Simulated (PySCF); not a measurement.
C₂H₁₀O₂Si₂, SMILES CO[Si@@H](O)C[SiH3]. Atoms are numbered in the order given.

```xyz
16

C      2.2336    -0.4218     1.4912
O      0.9581    -0.0213     1.0437
Si     0.6333     0.6330    -0.4540
O      1.0760    -0.4066    -1.6805
C     -1.2069     0.9386    -0.4276
Si    -2.1953    -0.5454     0.1987
H      2.9340     0.4324     1.5502
H      2.6802    -1.1832     0.8262
H      2.1366    -0.8549     2.4989
H      1.4584     1.8448    -0.6909
H      0.5968    -1.2433    -1.7269
H     -1.4310     1.8086     0.2135
H     -1.5389     1.1935    -1.4487
H     -2.0997    -0.6805     1.6771
H     -3.6349    -0.4258    -0.1808
H     -1.6665    -1.7965    -0.4309
```

Geometry optimised at B3LYP-D3(BJ)/def2-SVP. The structure was generated by enumeration; whether it is a known compound was not checked. Other conformers were not sampled.

Two levels are set side by side: PBE/pcSseg-1 (PySCF) and PBE0/pcSseg-1 (PySCF). GIAO shifts against H2O (¹⁷O), TMS (²⁹Si), TMS (¹H), TMS (¹³C) at the same level; non-relativistic, no solvent, atoms listed together averaged. Differences are taken from unrounded values.

```csv
quantity,PBE0,PBE,PBE minus PBE0
δ(¹³C) of C1 (ppm),54.8,56.5,1.7
δ(¹⁷O) of O2 (ppm),47.1,63.2,16.1
δ(²⁹Si) of Si3 (ppm),-10.3,-11.5,-1.1
δ(¹⁷O) of O4 (ppm),52.7,61.0,8.3
δ(¹³C) of C5 (ppm),-5.7,-4.6,1.1
δ(²⁹Si) of Si6 (ppm),-72.3,-77.1,-4.8
δ(¹H) of H10 (ppm),5.06,5.31,0.25
δ(¹H) of H11 (ppm),2.02,1.96,-0.06
```

Rough cost on one machine, each run with all the roots and properties that it gave: PBE0 against PBE within a factor of 2.
